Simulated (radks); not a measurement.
Results of a calculation; reference values are marked as such.
Ionisation of neutral titanium, [Ar] 3d2 4s2, to Ti+, [Ar] 3d2 4s1, under several functionals. Scalar-relativistic Kohn-Sham, spin-polarised, spherical densities, finite nucleus; open shells are filled with parallel spins first; a radial shooting solver on a logarithmic mesh with Libxc functionals.

| functional | E(Ti) (hartree) | Exc (hartree) | IE (eV) | -e(HOMO) (eV) | <r> HOMO (bohr) | IE error (eV) |
|---|---|---|---|---|---|---|
| exchange-only B88 | -852.91970 | -41.26623 | 5.810 | 3.441 | 3.741 | -1.018 |
| revPBE | -853.71768 | -42.08918 | 6.628 | 4.129 | 3.631 | -0.200 |
| MS2 meta-GGA | -853.76037 | -42.12440 | 6.562 | 4.298 | 3.667 | -0.267 |
| exchange-only r2SCAN | -852.87731 | -41.21680 | 5.472 | 3.530 | 3.869 | -1.356 |
| TASK exchange with Perdew-Wang LDA correlation | -853.40614 | -41.75255 | 5.908 | 4.180 | 3.909 | -0.920 |
| PW91 | -853.85084 | -42.22651 | 6.739 | 4.201 | 3.606 | -0.089 |
| PBE | -853.59003 | -41.95774 | 6.705 | 4.174 | 3.607 | -0.123 |

NIST Atomic Spectra Database: 6.828 eV (measured). Closest: PW91. The Delta-SCF values span 1.27 eV, the total energies 0.97 hartree. The highest occupied level is 4s. Open shells are spherical and high-spin; term and fine-structure splittings are not resolved.
